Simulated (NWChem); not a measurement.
Species: CH₄MgSe; SMILES [CH3][Mg][SeH]

```xyz
7

Mg     0.0093    -1.1716     0.0001
C      0.0186    -3.2585     0.0002
H     -0.8517    -3.6704    -0.5384
H     -0.0080    -3.6683     1.0241
H      0.9221    -3.6609    -0.4887
Se     0.0340     1.2743     0.0000
H     -1.4403     1.2840    -0.0001
```
Atoms are numbered in this order, from 1.

Computed with NWChem. Coordinates come from a PBE0/def2-SVP optimisation. Vertical excitations in the gas phase; the lowest state need not have the same character in each row.

```csv
level,"lowest excitation, singlet (eV)",oscillator strength of that lowest state,orbital gap (eV)
"PBE/def2-SVP, TDA",3.96,0.048,[?]
"B3LYP/def2-SVP, TDA",4.22,0.051,5.13
"PBE0/def2-SVP, TDA",4.45,0.057,5.64
"LDA (Slater exchange, VWN5)/def2-SVP, TDA",3.94,0.046,3.82
```

### Question
What belongs in the gaps?

### Answer

- PBE/def2-SVP, TDA, orbital gap (eV): 3.87
